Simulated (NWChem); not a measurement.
# LiCl; SMILES [Cl][Li]

All runs: NWChem. Pople sets run with spherical d functions. Each level has its own optimisation; frequencies are unscaled.

Question: Taking PBE/6-311++G** as the yardstick, which of these has the fewest basis functions while keeping “r Cl–Li (Å)” within 0.003 Å of it: PBE/6-311G**; PBE/3-21G; PBE/6-31G*; PBE/6-31+G*; PBE/STO-3G?

Answer: PBE/6-311G**.
```
level           basis functions  r Cl–Li (Å)  relative time (rough)
--------------  ---------------  -----------  ---------------------
PBE/STO-3G                   14        1.944                      1
PBE/3-21G                    22        2.096                      1
PBE/6-31G*                   32        2.061                      4
PBE/6-31+G*                  40        2.062                      7
PBE/6-311G**                 44        2.029                      6
PBE/6-311++G**               52        2.029                      8
```

The yardstick is one finite set, not the basis-set limit.
